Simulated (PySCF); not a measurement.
A run for PySCF: D3(BJ) and D4 dispersion corrections on CH4GeS (SMILES [CH3][Ge][SH]), a point of a torsion scan.

```python
from pyscf import gto
from pyscf.dispersion import dftd3, dftd4

mol = gto.M(
    atom='''
    C    -0.91862675   -0.17894510   -0.03709927
    Ge    0.08638301    1.57511326   -0.32023323
    S     1.84999583    0.78486157   -1.47041798
    H    -0.45569204   -1.07207398   -0.45480449
    H    -1.91772160   -0.08300702   -0.46620339
    H    -1.05253540   -0.33650162    1.03469601
    H     1.53443325   -0.50053860   -1.50613099
    ''',
    basis='def2-svp',
    charge=0, spin=0, verbose=0, max_memory=1800)
d3, d4 = {}, {}
for xc in ['hf', 'pbe', 'blyp', 'revpbe', 'tpss', 'r2scan', 'b3lyp', 'pbe0', 'bhlyp', 'camb3lyp', 'b2plyp']:
    d3[xc] = float(dftd3.DFTD3Dispersion(mol, xc=xc, version='d3bj', atm=False).get_dispersion()['energy'])
    print(f'D3(BJ) {xc:10s} {d3[xc]:14.8f} Eh')
for xc in ['hf', 'pbe', 'blyp', 'revpbe', 'tpss', 'r2scan', 'b3lyp', 'pbe0', 'bhlyp', 'camb3lyp', 'b2plyp']:
    d4[xc] = float(dftd4.DFTD4Dispersion(mol, xc={'camb3lyp': 'cam-b3lyp'}.get(xc, xc), atm=True).get_dispersion()['energy'])
    print(f'D4     {xc:10s} {d4[xc]:14.8f} Eh')
```

Output:

```
D3(BJ) hf            -0.04762137 Eh
D3(BJ) pbe           -0.00565316 Eh
D3(BJ) blyp          -0.01290901 Eh
D3(BJ) revpbe        -0.01379755 Eh
D3(BJ) tpss          -0.00735464 Eh
D3(BJ) r2scan        -0.00152289 Eh
D3(BJ) b3lyp         -0.01072650 Eh
D3(BJ) pbe0          -0.00510236 Eh
D3(BJ) bhlyp         -0.00918256 Eh
D3(BJ) camb3lyp      -0.00499952 Eh
D3(BJ) b2plyp        -0.00540447 Eh
D4     hf            -0.01893718 Eh
D4     pbe           -0.00550677 Eh
D4     blyp          -0.01206905 Eh
D4     revpbe        -0.01549291 Eh
D4     tpss          -0.00740688 Eh
D4     r2scan        -0.00122381 Eh
D4     b3lyp         -0.00904274 Eh
D4     pbe0          -0.00464155 Eh
D4     bhlyp         -0.00763372 Eh
D4     camb3lyp      -0.00477231 Eh
D4     b2plyp        -0.00379810 Eh
```

The run finished.

Cost: roughly 0.020 core-seconds.
